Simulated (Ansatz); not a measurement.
1,3-disilinane (C4H12Si2), SMILES C1C[SiH2]C[SiH2]C1.

The structure is a stationary point at ωB97X-D3(BJ)/def2-SVP. Other conformers were not sampled.

Two levels are set side by side: PBE/def2-SVPD (Ansatz, a program for electronic structure) and PBE0/def2-SVPD (Ansatz). Energy differences of separate SCF runs at the same geometry; the states with an electron removed or added have multiplicity 2 and 2. Differences are taken from unrounded values.

```csv
quantity,PBE
vertical ionisation energy (eV),9.20
vertical singlet–triplet gap (eV),6.32
```

Question: These are the PBE values. What does PBE0 give? (Estimate from the structure and the level; the computed values follow.)

Answer: 
| quantity | PBE0 | PBE minus PBE0 |
|---|---|---|
| vertical ionisation energy (eV) | 9.61 | -0.41 |
| vertical singlet–triplet gap (eV) | 6.96 | -0.64 |
